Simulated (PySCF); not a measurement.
C₈H₁₀O₂, SMILES c1oc(CCC(=O)C)cc1, GFN2-xTB optimised geometry.

```
20

C     -3.04    -0.27    -1.85
C     -1.82    -1.00    -2.36
O     -1.27    -0.70    -3.39
C     -1.32    -2.14    -1.49
C     -1.04    -1.70    -0.04
C     -0.04    -0.59     0.00
C      1.32    -0.59     0.00
C      1.72     0.77     0.00
C      0.57     1.50     0.00
O     -0.50     0.69     0.00
H     -3.51     0.28    -2.67
H     -3.75    -0.96    -1.41
H     -2.72     0.44    -1.10
H     -0.41    -2.54    -1.94
H     -2.08    -2.92    -1.48
H     -0.64    -2.55     0.51
H     -1.96    -1.37     0.44
H      1.96    -1.44     0.00
H      2.72     1.15     0.00
H      0.38     2.55     0.00
```

Density from PBE/def2-SVP run with PySCF 2.14.0 at that geometry.

Minimum of the electron density along straight lines between bonded atoms, close to the bond critical point (lines longer than 1.1 times the sum of covalent radii, or with two minima, are not listed):

```json
[
 {"bond": "C1–C2", "length / Å": "1.506", "ρ at the minimum / e bohr⁻³": "0.255", "∇²ρ there / e bohr⁻⁵": "-0.58", "position (fraction from the first atom)": "0.49"},
 {"bond": "C2–O3", "length / Å": "1.204", "ρ at the minimum / e bohr⁻³": "0.412", "∇²ρ there / e bohr⁻⁵": "?", "position (fraction from the first atom)": "0.33"},
 {"bond": "C2–C4", "length / Å": "1.518", "ρ at the minimum / e bohr⁻³": "0.252", "∇²ρ there / e bohr⁻⁵": "-0.57", "position (fraction from the first atom)": "0.51"},
 {"bond": "C4–C5", "length / Å": "1.538", "ρ at the minimum / e bohr⁻³": "0.232", "∇²ρ there / e bohr⁻⁵": "-0.49", "position (fraction from the first atom)": "0.50"},
 {"bond": "C5–C6", "length / Å": "1.491", "ρ at the minimum / e bohr⁻³": "0.258", "∇²ρ there / e bohr⁻⁵": "-0.59", "position (fraction from the first atom)": "0.48"},
 {"bond": "C6–C7", "length / Å": "1.363", "ρ at the minimum / e bohr⁻³": "0.322", "∇²ρ there / e bohr⁻⁵": "-0.79", "position (fraction from the first atom)": "0.52"},
 {"bond": "C7–C8", "length / Å": "1.417", "ρ at the minimum / e bohr⁻³": "0.287", "∇²ρ there / e bohr⁻⁵": "-0.65", "position (fraction from the first atom)": "0.50"},
 {"bond": "C8–C9", "length / Å": "1.358", "ρ at the minimum / e bohr⁻³": "0.325", "∇²ρ there / e bohr⁻⁵": "-0.80", "position (fraction from the first atom)": "0.48"},
 {"bond": "C6–O10", "length / Å": "1.352", "ρ at the minimum / e bohr⁻³": "0.284", "∇²ρ there / e bohr⁻⁵": "?", "position (fraction from the first atom)": "0.33"},
 {"bond": "C9–O10", "length / Å": "1.345", "ρ at the minimum / e bohr⁻³": "0.287", "∇²ρ there / e bohr⁻⁵": "?", "position (fraction from the first atom)": "0.33"},
 {"bond": "C1–H11", "length / Å": "1.087", "ρ at the minimum / e bohr⁻³": "0.275", "∇²ρ there / e bohr⁻⁵": "-1.01", "position (fraction from the first atom)": "0.64"},
 {"bond": "C1–H12", "length / Å": "1.087", "ρ at the minimum / e bohr⁻³": "0.273", "∇²ρ there / e bohr⁻⁵": "-0.98", "position (fraction from the first atom)": "0.63"},
 {"bond": "C1–H13", "length / Å": "1.089", "ρ at the minimum / e bohr⁻³": "0.271", "∇²ρ there / e bohr⁻⁵": "-0.98", "position (fraction from the first atom)": "0.64"},
 {"bond": "C4–H14", "length / Å": "1.091", "ρ at the minimum / e bohr⁻³": "0.276", "∇²ρ there / e bohr⁻⁵": "-1.01", "position (fraction from the first atom)": "0.64"},
 {"bond": "C4–H15", "length / Å": "1.093", "ρ at the minimum / e bohr⁻³": "0.271", "∇²ρ there / e bohr⁻⁵": "-0.96", "position (fraction from the first atom)": "0.63"},
 {"bond": "C5–H16", "length / Å": "1.091", "ρ at the minimum / e bohr⁻³": "0.275", "∇²ρ there / e bohr⁻⁵": "-1.00", "position (fraction from the first atom)": "0.63"},
 {"bond": "C5–H17", "length / Å": "1.091", "ρ at the minimum / e bohr⁻³": "0.275", "∇²ρ there / e bohr⁻⁵": "-0.99", "position (fraction from the first atom)": "0.63"},
 {"bond": "C7–H18", "length / Å": "1.071", "ρ at the minimum / e bohr⁻³": "0.282", "∇²ρ there / e bohr⁻⁵": "-1.07", "position (fraction from the first atom)": "0.63"},
 {"bond": "C8–H19", "length / Å": "1.070", "ρ at the minimum / e bohr⁻³": "0.283", "∇²ρ there / e bohr⁻⁵": "-1.08", "position (fraction from the first atom)": "0.64"},
 {"bond": "C9–H20", "length / Å": "1.072", "ρ at the minimum / e bohr⁻³": "0.288", "∇²ρ there / e bohr⁻⁵": "-1.13", "position (fraction from the first atom)": "0.65"}
]
```

**Question.** Some entries are withheld; supply them.

**Answer.** 
- C2–O3, ∇²ρ there / e bohr⁻⁵: 0.47
- C6–O10, ∇²ρ there / e bohr⁻⁵: -0.02
- C9–O10, ∇²ρ there / e bohr⁻⁵: 0.03
